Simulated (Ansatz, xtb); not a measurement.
**C6H2I2OS: where a starting geometry ends**

The starting geometry of this gas-phase singlet was built from a drawn formula by distance geometry and a force field; its bonds are those of `ISc1oc2c(I)c1C=C2`.

```yaml
atoms:
  - { symbol: C, position_ang: [-0.2207, -1.4968, -0.0569] }
  - { symbol: C, position_ang: [0.9523, -0.0087, -1.2588] }
  - { symbol: C, position_ang: [1.7560, -0.7141, -0.3633] }
  - { symbol: C, position_ang: [0.6755, -0.6690, 0.6306] }
  - { symbol: C, position_ang: [0.2254, 0.7395, 0.6394] }
  - { symbol: C, position_ang: [0.4300, 1.2176, -0.6001] }
  - { symbol: I, position_ang: [-1.3465, -4.1855, -1.2837] }
  - { symbol: I, position_ang: [3.0360, -2.3027, -0.7218] }
  - { symbol: O, position_ang: [0.0072, -1.0708, -1.4297] }
  - { symbol: S, position_ang: [-1.4296, -2.6033, 0.4065] }
  - { symbol: H, position_ang: [-0.1810, 1.2735, 1.4382] }
  - { symbol: H, position_ang: [0.1805, 2.1621, -1.0935] }
```

Predict what becomes of its bonds when it is optimised with r2SCAN-D4/def2-SVP.

A bond breaks, giving a structure given below by its coordinates. Distances that change by over a tenth: C1–O9 (1.46 → 1.20 Å). Contacts that open: C2–O9 (1.43 → 4.31 Å).

The energy falls by 5.43 eV over 45 steps:

```tsv
step	E − E(last) (eV)
1	5.431
6	2.922
11	1.137
16	0.393
21	0.256
25	0.141
30	0.026
35	0.018
40	0.001
45	0.000
```

Final geometry (Å):

```xyz
12

C    -0.1170   -2.0535   -0.4976
C     1.7824    0.9867   -0.7526
C     1.8291   -0.4246   -0.8297
C     0.5558   -0.7649   -0.3790
C     0.0186    0.4769    0.1838
C     0.9545    1.5409    0.2020
I    -2.5738   -4.1863    0.0183
I     3.4721   -1.5350   -1.3797
O     0.3931   -3.0907   -0.8347
S    -1.8967   -1.8834   -0.0530
H    -1.0599    0.6913    0.2137
H     0.7269    2.5846    0.4155
```

From the same start GFN2-xTB reaches the same bonding as this run.

The end wasn't checked by frequencies. Atoms past krypton carry core potentials, without spin–orbit terms. Run with Ansatz 0.2.0, 2.3 min on 8 threads of Arm Neoverse V2, on a shared host.
